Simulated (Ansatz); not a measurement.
A nudged elastic band was laid between two geometries of C2H5ClZn (9 atoms, charge 0, multiplicity 1).

Method: RKS PBE-D4/def2-mTZVP in Ansatz 0.2.0.

```
movable images  : 8
climbing image  : no
spring          : 5.0 eV/Å²
optimiser       : quadratic models (default)
start path      : through a guess of the saddle point
force threshold : 0.05 eV/Å
iteration limit : 60
end points      : relaxed
```

Initial state:

```xyz
9
Properties=species:S:1:pos:R:3
Zn 0.144 1.482 1.012
C 0.625 0.061 -0.234
C -0.489 -0.963 -0.483
H -0.799 -1.473 0.440
Cl -0.393 3.027 2.377
H 1.525 -0.432 0.167
H 0.932 0.542 -1.176
H -0.157 -1.744 -1.188
H -1.388 -0.500 -0.915
```

Final state:

```xyz
9
Properties=species:S:1:pos:R:3
Zn -0.810 0.397 1.511
C 0.892 0.129 -0.737
C -0.107 -0.745 -0.918
H -1.684 -0.854 1.744
Cl 0.119 2.320 1.752
H 1.816 -0.150 -0.225
H 0.838 1.155 -1.101
H -0.045 -1.777 -0.567
H -1.018 -0.475 -1.459
```

Question: Which bonds break or form, and what moves?

Answer: Bonds broken: Zn1–C2, C3–H4. Bonds formed: Zn1–H4. C2H5ClZn becomes C2H4 + ClHZn.

Question: What energy profile does the band end with?

Answer: It converged. The highest image is number 5 of 0 to 9, 212.8 kJ/mol above the first end and 99.6 kJ/mol above the last; the last end lies 113.3 kJ/mol above the first. No image climbed, so the highest image needn't sit at the top of the path. The orbitals stay closed-shell, which can raise the energy where a bond breaks towards radicals; this wasn't checked here.

| image | path coordinate (Å) | energy (kJ/mol) | Zn1–C2 (Å) | C3–H4 (Å) | Zn1–H4 (Å) |
| --- | --- | --- | --- | --- | --- |
| 0 | 0.00 | 0.0 | 1.95 | 1.10 | 3.15 |
| 1 | 0.62 | 3.6 | 1.95 | 1.10 | 2.97 |
| 2 | 1.25 | 11.4 | 1.94 | 1.10 | 2.81 |
| 3 | 1.87 | 22.4 | 1.93 | 1.11 | 2.52 |
| 4 | 2.49 | 134.0 | 1.95 | 1.28 | 1.94 |
| 5 | 3.11 | 212.8 | 2.17 | 1.92 | 1.63 |
| 6 | 3.73 | 149.1 | 2.59 | 2.39 | 1.55 |
| 7 | 4.35 | 118.5 | 2.87 | 2.78 | 1.54 |
| 8 | 4.98 | 113.1 | 2.80 | 3.11 | 1.54 |
| 9 | 5.60 | 113.3 | 2.83 | 3.10 | 1.54 |

Question: What is the geometry of the highest image?

Answer: 
```xyz
9
Properties=species:S:1:pos:R:3
Zn -0.323 0.771 0.958
C 0.919 -0.003 -0.648
C -0.241 -0.781 -0.568
H -1.528 -0.312 0.775
Cl -0.340 2.325 2.438
H 1.844 -0.375 -0.211
H 0.995 0.767 -1.415
H -0.246 -1.755 -0.075
H -1.079 -0.638 -1.252
```

Run time: 3 min on 2 threads of AMD EPYC 9R14 (Zen 4), on a shared host, peak memory 0.24 GiB.
